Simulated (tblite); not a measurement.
C28H38O6 (photoresist piece), SMILES CC[C@@H](C[C@@H](C)c1ccc(OC(=O)OC(C)(C)C)cc1)c1ccc(OC(=O)OC(C)(C)C)cc1 at step 0 of a GFN2-xTB optimisation (tblite, gas phase), coordinates in Å:

```
  1 C    -1.0731   -3.2997   -1.0252
  2 C    -0.6608   -2.3090   -2.1152
  3 C    -0.6000   -0.8514   -1.6120
  4 C    -0.0699    0.1260   -2.7031
  5 C     1.4038   -0.0975   -3.1063
  6 C     1.7871    0.8821   -4.2297
  7 C     2.3760    0.0237   -1.9493
  8 C     2.4688    1.1992   -1.1772
  9 C     3.3617    1.2812   -0.1109
 10 C     4.1746    0.1954    0.1826
 11 O     5.0349    0.2651    1.2748
 12 C     6.3045    0.7061    0.9442
 13 O     6.7006    1.0216   -0.1631
 14 O     7.0424    0.7313    2.0843
 15 C     8.4240    1.1596    2.0687
 16 C     8.5562    2.6170    1.6333
 17 C     9.2845    0.2191    1.2121
 18 C     8.8870    1.0375    3.5286
 19 C     4.0973   -0.9832   -0.5481
 20 C     3.2056   -1.0654   -1.6153
 21 C    -1.9651   -0.3499   -1.1205
 22 C    -3.0918   -0.3391   -1.9609
 23 C    -4.3186    0.1229   -1.4838
 24 C    -4.4310    0.5501   -0.1742
 25 O    -5.6423    1.0592    0.2913
 26 C    -6.4845    0.0747    0.8010
 27 O    -6.2433   -1.1192    0.8656
 28 O    -7.6182    0.6887    1.2134
 29 C    -8.6982   -0.0778    1.7966
 30 C    -9.7800    0.9626    2.1296
 31 C    -8.2571   -0.7534    3.1016
 32 C    -9.2784   -1.0835    0.7976
 33 C    -3.3221    0.5755    0.6701
 34 C    -2.0903    0.1146    0.2004
 35 H    -2.1071   -3.1252   -0.7012
 36 H    -0.4208   -3.2214   -0.1539
 37 H    -1.0181   -4.3220   -1.4097
 38 H    -1.3330   -2.4083   -2.9679
 39 H     0.3348   -2.6226   -2.4582
 40 H     0.0789   -0.8193   -0.7579
 41 H    -0.6952    0.0361   -3.5923
 42 H    -0.1893    1.1492   -2.3404
 43 H     1.4982   -1.0993   -3.5460
 44 H     1.1531    0.7369   -5.1060
 45 H     1.6855    1.9281   -3.9077
 46 H     2.8268    0.7303   -4.5454
 47 H     1.8390    2.0544   -1.4070
 48 H     3.4149    2.1941    0.4837
 49 H     9.5809    2.9859    1.7713
 50 H     8.3109    2.7496    0.5719
 51 H     7.8719    3.2496    2.1968
 52 H     9.0550    0.3072    0.1461
 53 H    10.3508    0.4344    1.3290
 54 H     9.1060   -0.8308    1.4824
 55 H     8.7753    0.0128    3.8970
 56 H     8.2725    1.6740    4.1834
 57 H     9.9420    1.3314    3.6479
 58 H     4.7291   -1.8262   -0.3002
 59 H     3.1526   -1.9896   -2.1881
 60 H    -3.0198   -0.6852   -2.9896
 61 H    -5.1905    0.1308   -2.1450
 62 H    -9.3906    1.7232    2.8120
 63 H   -10.6625    0.5024    2.5823
 64 H   -10.0964    1.4984    1.2224
 65 H    -7.7665   -0.0304    3.7707
 66 H    -7.5436   -1.5549    2.9267
 67 H    -9.1120   -1.1897    3.6292
 68 H   -10.1920   -1.5461    1.1852
 69 H    -8.5772   -1.8989    0.5730
 70 H    -9.5049   -0.6005   -0.1518
 71 H    -3.4112    0.9370    1.6934
 72 H    -1.2343    0.1222    0.8662
```

What are the forces on the atoms (eV/Å)?


```
  1 C    -0.37    0.01    0.03
  2 C     0.28   -0.12    0.15
  3 C    -0.44    0.25   -0.27
  4 C     0.05   -0.25    0.33
  5 C     0.04    0.10   -0.23
  6 C     0.17    0.35   -0.01
  7 C     0.20   -0.09    0.49
  8 C     0.12   -0.60   -0.16
  9 C    -0.32    0.12   -0.38
 10 C    -0.31   -0.13   -0.01
 11 O     1.84    0.65   -0.54
 12 C     0.55    0.18    0.08
 13 O    -0.99   -0.60    1.66
 14 O    -0.85   -0.06   -0.99
 15 C     0.62   -0.14    0.20
 16 C     0.04    0.35   -0.57
 17 C     0.00   -0.29   -0.42
 18 C    -0.08    0.05    0.58
 19 C    -0.31    0.13   -0.44
 20 C    -0.23    0.56    0.12
 21 C     0.09   -0.15   -0.02
 22 C     0.20    0.17    0.55
 23 C     0.19   -0.34   -0.55
 24 C     0.47    0.38    0.20
 25 O    -1.18   -1.69    0.74
 26 C    -0.19   -0.21    0.12
 27 O    -0.16    2.19   -0.26
 28 O     1.06   -0.54   -0.42
 29 C    -0.52   -0.09    0.35
 30 C    -0.09    0.56   -0.24
 31 C     0.22   -0.05    0.32
 32 C     0.21   -0.55   -0.21
 33 C     0.40   -0.26   -0.16
 34 C    -0.59    0.01   -0.52
 35 H     0.29    0.04   -0.05
 36 H    -0.07    0.02   -0.14
 37 H     0.03    0.17    0.07
 38 H    -0.09    0.13    0.04
 39 H    -0.13    0.25    0.04
 40 H     0.13    0.01   -0.01
 41 H     0.04   -0.08   -0.03
 42 H     0.03   -0.04    0.09
 43 H    -0.01    0.04    0.21
 44 H     0.01   -0.02    0.15
 45 H     0.01   -0.36   -0.05
 46 H    -0.26   -0.01    0.17
 47 H     0.14   -0.24    0.04
 48 H     0.07   -0.36   -0.18
 49 H    -0.33   -0.25    0.09
 50 H     0.02   -0.21    0.23
 51 H     0.07   -0.08    0.11
 52 H    -0.11    0.14    0.20
 53 H    -0.30    0.04    0.14
 54 H     0.04    0.36    0.10
 55 H     0.02    0.17   -0.22
 56 H     0.22   -0.15   -0.31
 57 H    -0.51   -0.09   -0.21
 58 H    -0.04    0.14    0.02
 59 H    -0.03    0.29    0.13
 60 H     0.02    0.10    0.32
 61 H     0.33    0.01    0.35
 62 H     0.00   -0.23   -0.05
 63 H     0.32   -0.01   -0.12
 64 H     0.12   -0.29    0.23
 65 H    -0.27   -0.13   -0.28
 66 H     0.01    0.01   -0.20
 67 H     0.12    0.22   -0.23
 68 H     0.22    0.26    0.01
 69 H    -0.04    0.30    0.21
 70 H    -0.06    0.12    0.11
 71 H    -0.08   -0.11   -0.33
 72 H    -0.12   -0.02   -0.17
```
